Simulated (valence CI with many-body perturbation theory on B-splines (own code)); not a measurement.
E1 line list for La50+

Method: relativistic CI+MBPT: five valence electrons over a frozen Dirac-Fock core [He], a basis of 9 s, 9 p, 8 d, 6 f, 3 g, 1 h functions for each j, with the one-electron correlation potential Σ1 (screened to all orders), the two-electron term Σ2, the three-electron term Σ3, Breit, model QED; selected single and double excitations, second order for the rest (own B-spline code, finite nucleus).

No measured spectrum was set against this ion. As an estimate, large intervals hold to a few tenths of a per cent, small ones and those within an open d or f shell to about a per cent. Among the levels kept, up to 1200 cm⁻¹ of a level comes from second order outside the variational space, and about a tenth of that is noise between levels of different J, which matters for small intervals.

Lines 151 to 200 of 260 in falling wavelength, among levels below 49133 × 10³ cm⁻¹, chosen from the strongest by gf and those to the six lowest levels. Wavelengths and rates use the calculated energies. Electric multipoles are in the length gauge, E1 and E2 with the static RPA response of the core. Weak lines are less certain than strong ones. Lines between different terms over intervals too small for the method are left out, as are lines whose strength nearly cancels. The highest levels of a list are the least certain.

Levels are named by their leading jj configuration (3d3/2^4 stands for four electrons in 3d with j = 3/2), which in mixed levels can hold well under half, so a name can repeat and another be missing. Letters in brackets count levels of one name in rising energy.

| λ vac (Å) | Upper | Lower | A (s⁻¹) | S (a.u.) with core polarisation | S without |
| --- | --- | --- | --- | --- | --- |
| 2.417 | (2s^2 2p1/2^2 3s) J=1/2 | (2s^2 2p1/2^2 2p3/2) J=3/2 | 6.25e+13 | 8.71e-04 | 8.69e-04 |
| 2.415 | (2s^2 2p1/2 2p3/2 3s) J=5/2 | (2s^2 2p1/2 2p3/2^2) J=5/2 | 3.03e+13 | 1.26e-03 | 1.26e-03 |
| 2.413 | (2s^2 2p1/2 2p3/2 3s) J=3/2 [a] | (2s^2 2p1/2 2p3/2^2) J=3/2 | 2.65e+13 | 7.36e-04 | 7.34e-04 |
| 2.412 | (2s^2 2p1/2 2p3/2 3s) J=3/2 [b] | (2s^2 2p1/2 2p3/2^2) J=5/2 | 4.62e+13 | 1.28e-03 | 1.28e-03 |
| 2.412 | (2s^2 2p1/2 2p3/2 3p3/2) J=5/2 [b] | (2s 2p1/2^2 2p3/2^2) J=5/2 | 6.94e+11 | 2.88e-05 | 2.88e-05 |
| 2.412 | (2s 2p1/2^2 2p3/2 3s) J=3/2 [a] | (2s 2p1/2^2 2p3/2^2) J=5/2 | 1.95e+13 | 5.40e-04 | 5.39e-04 |
| 2.410 | (2s^2 2p1/2 2p3/2 3s) J=1/2 | (2s^2 2p1/2 2p3/2^2) J=3/2 | 5.49e+13 | 7.58e-04 | 7.57e-04 |
| 2.405 | (2s^2 2p1/2 2p3/2 3s) J=5/2 | (2s^2 2p1/2 2p3/2^2) J=3/2 | 2.16e+12 | 8.92e-05 | 8.90e-05 |
| 2.403 | (2s^2 2p1/2 2p3/2 3s) J=3/2 [b] | (2s^2 2p1/2 2p3/2^2) J=3/2 | 9.23e+12 | 2.53e-04 | 2.52e-04 |
| 2.398 | (2s^2 2p3/2^2 3s) J=1/2 | (2s^2 2p3/2^3) J=3/2 | 3.41e+13 | 4.64e-04 | 4.63e-04 |
| 2.391 | (2s 2p1/2^2 2p3/2 3s) J=3/2 [b] | (2s 2p1/2^2 2p3/2^2) J=5/2 | 7.76e+12 | 2.09e-04 | 2.09e-04 |
| 2.334 | (2s 2p1/2^2 2p3/2 3d3/2) J=3/2 | (2s 2p1/2^2 2p3/2^2) J=1/2 | 2.14e+13 | 5.38e-04 | 5.38e-04 |
| 2.333 | (2s 2p1/2^2 2p3/2 3d3/2) J=1/2 | (2s 2p1/2^2 2p3/2^2) J=1/2 | 9.39e+12 | 1.18e-04 | 1.18e-04 |
| 2.315 | (2s 2p1/2^2 2p3/2 3d5/2) J=5/2 | (2s 2p1/2^2 2p3/2^2) J=3/2 | 4.26e+13 | 1.57e-03 | 1.57e-03 |
| 2.315 | (2s 2p1/2^2 2p3/2 3d5/2) J=3/2 | (2s 2p1/2^2 2p3/2^2) J=3/2 | 2.92e+13 | 7.16e-04 | 7.17e-04 |
| 2.314 | (2s 2p1/2^2 2p3/2 3d5/2) J=3/2 | (2s 2p1/2^2 2p3/2^2) J=1/2 | 4.47e+13 | 1.10e-03 | 1.10e-03 |
| 2.314 | (2s^2 2p1/2 2p3/2 3d3/2) J=3/2 [a] | (2s^2 2p1/2 2p3/2^2) J=1/2 | 1.13e+13 | 2.77e-04 | 2.77e-04 |
| 2.312 | (2s^2 2p1/2 2p3/2 3d3/2) J=1/2 [a] | (2s^2 2p1/2 2p3/2^2) J=1/2 | 2.19e+13 | 2.67e-04 | 2.67e-04 |
| 2.311 | (2s 2p1/2^2 2p3/2 3p1/2) J=3/2 [a] | (2s^2 2p1/2 2p3/2^2) J=1/2 | 6.70e+12 | 1.63e-04 | 1.63e-04 |
| 2.310 | (2s^2 2p3/2^2 3p1/2) J=3/2 | (2s 2p1/2^2 2p3/2^2) J=1/2 | 2.68e+11 | 6.53e-06 | 6.53e-06 |
| 2.304 | (2s 2p1/2^2 2p3/2 3d3/2) J=5/2 | (2s 2p1/2^2 2p3/2^2) J=5/2 | 4.22e+13 | 1.53e-03 | 1.53e-03 |
| 2.302 | (2s 2p1/2^2 2p3/2 3d3/2) J=3/2 | (2s 2p1/2^2 2p3/2^2) J=5/2 | 7.34e+13 | 1.77e-03 | 1.77e-03 |
| 2.301 | (2s 2p1/2^2 2p3/2 3d3/2) J=7/2 | (2s 2p1/2^2 2p3/2^2) J=5/2 | 5.24e+11 | 2.52e-05 | 2.52e-05 |
| 2.300 | (2s^2 2p1/2 2p3/2 3d3/2) J=3/2 [b] | (2s^2 2p1/2 2p3/2^2) J=1/2 | 8.78e+12 | 2.11e-04 | 2.11e-04 |
| 2.299 | (2s^2 2p1/2 2p3/2 3d3/2) J=3/2 [a] | (2s^2 2p1/2 2p3/2^2) J=5/2 | 1.28e+13 | 3.08e-04 | 3.08e-04 |
| 2.299 | (2s^2 2p1/2 2p3/2 3d3/2) J=5/2 [a] | (2s^2 2p1/2 2p3/2^2) J=5/2 | 1.39e+13 | 5.00e-04 | 5.00e-04 |
| 2.298 | (2s^2 2p1/2 2p3/2 3d3/2) J=1/2 [b] | (2s^2 2p1/2 2p3/2^2) J=1/2 | 1.17e+13 | 1.40e-04 | 1.40e-04 |
| 2.297 | (2s 2p1/2^2 2p3/2 3p1/2) J=3/2 [a] | (2s^2 2p1/2 2p3/2^2) J=5/2 | 7.07e+12 | 1.69e-04 | 1.69e-04 |
| 2.297 | (2s 2p1/2^2 2p3/2 3p1/2) J=5/2 | (2s^2 2p1/2 2p3/2^2) J=5/2 | 1.09e+13 | 3.91e-04 | 3.91e-04 |
| 2.294 | (2s^2 2p1/2^2 3d3/2) J=3/2 | (2s^2 2p1/2^2 2p3/2) J=3/2 | 8.60e+13 | 2.05e-03 | 2.05e-03 |
| 2.294 | (2s^2 2p1/2 2p3/2 3d5/2) J=3/2 [a] | (2s^2 2p1/2 2p3/2^2) J=1/2 | 4.42e+13 | 1.05e-03 | 1.05e-03 |
| 2.292 | (2s^2 2p1/2 2p3/2 3d3/2) J=7/2 | (2s^2 2p1/2 2p3/2^2) J=5/2 | 6.18e+11 | 2.94e-05 | 2.94e-05 |
| 2.291 | (2s^2 2p1/2 2p3/2 3d3/2) J=3/2 [a] | (2s^2 2p1/2 2p3/2^2) J=3/2 | 3.06e+13 | 7.25e-04 | 7.25e-04 |
| 2.290 | (2s^2 2p1/2 2p3/2 3d3/2) J=5/2 [a] | (2s^2 2p1/2 2p3/2^2) J=3/2 | 3.24e+10 | 1.15e-06 | 1.15e-06 |
| 2.288 | (2s^2 2p1/2 2p3/2 3d3/2) J=1/2 [a] | (2s^2 2p1/2 2p3/2^2) J=3/2 | 4.61e+13 | 5.45e-04 | 5.46e-04 |
| 2.288 | (2s 2p1/2^2 2p3/2 3p1/2) J=3/2 [a] | (2s^2 2p1/2 2p3/2^2) J=3/2 | 3.02e+12 | 7.14e-05 | 7.15e-05 |
| 2.286 | (2s^2 2p1/2 2p3/2 3d3/2) J=5/2 [b] | (2s^2 2p1/2 2p3/2^2) J=5/2 | 2.11e+12 | 7.48e-05 | 7.48e-05 |
| 2.286 | (2s^2 2p1/2 2p3/2 3d3/2) J=3/2 [b] | (2s^2 2p1/2 2p3/2^2) J=5/2 | 4.97e+13 | 1.17e-03 | 1.17e-03 |
| 2.286 | (2s^2 2p1/2 2p3/2 3d5/2) J=7/2 [a] | (2s^2 2p1/2 2p3/2^2) J=5/2 | 1.48e+13 | 6.97e-04 | 6.97e-04 |
| 2.283 | (2s 2p1/2^2 2p3/2 3p1/2) J=1/2 | (2s^2 2p1/2 2p3/2^2) J=1/2 | 5.43e+12 | 6.37e-05 | 6.38e-05 |
| 2.283 | (2s 2p1/2^2 2p3/2 3d5/2) J=5/2 | (2s 2p1/2^2 2p3/2^2) J=5/2 | 3.17e+14 | 1.12e-02 | 1.12e-02 |
| 2.283 | (2s 2p1/2^2 2p3/2 3d5/2) J=3/2 | (2s 2p1/2^2 2p3/2^2) J=5/2 | 6.16e+13 | 1.45e-03 | 1.45e-03 |
| 2.283 | (2s^2 2p1/2 2p3/2 3d5/2) J=3/2 [b] | (2s^2 2p1/2 2p3/2^2) J=1/2 | 4.09e+14 | 9.60e-03 | 9.61e-03 |
| 2.283 | (2s 2p1/2^2 2p3/2 3p1/2) J=3/2 [b] | (2s^2 2p1/2 2p3/2^2) J=1/2 | 3.74e+13 | 8.79e-04 | 8.79e-04 |
| 2.281 | (2s^2 2p1/2 2p3/2 3d5/2) J=1/2 | (2s^2 2p1/2 2p3/2^2) J=1/2 | 5.18e+14 | 6.07e-03 | 6.08e-03 |
| 2.280 | (2s 2p1/2^2 2p3/2 3d5/2) J=7/2 | (2s 2p1/2^2 2p3/2^2) J=5/2 | 6.52e+14 | 3.05e-02 | 3.05e-02 |
| 2.279 | (2s^2 2p1/2 2p3/2 3d5/2) J=3/2 [a] | (2s^2 2p1/2 2p3/2^2) J=5/2 | 3.49e+13 | 8.15e-04 | 8.16e-04 |
| 2.278 | (2s^2 2p1/2 2p3/2 3d5/2) J=5/2 [a] | (2s^2 2p1/2 2p3/2^2) J=5/2 | 1.42e+14 | 4.96e-03 | 4.97e-03 |
| 2.278 | (2s^2 2p1/2 2p3/2 3d3/2) J=5/2 [b] | (2s^2 2p1/2 2p3/2^2) J=3/2 | 1.25e+13 | 4.37e-04 | 4.38e-04 |
| 2.277 | (2s^2 2p1/2 2p3/2 3d3/2) J=3/2 [b] | (2s^2 2p1/2 2p3/2^2) J=3/2 | 9.07e+12 | 2.11e-04 | 2.12e-04 |
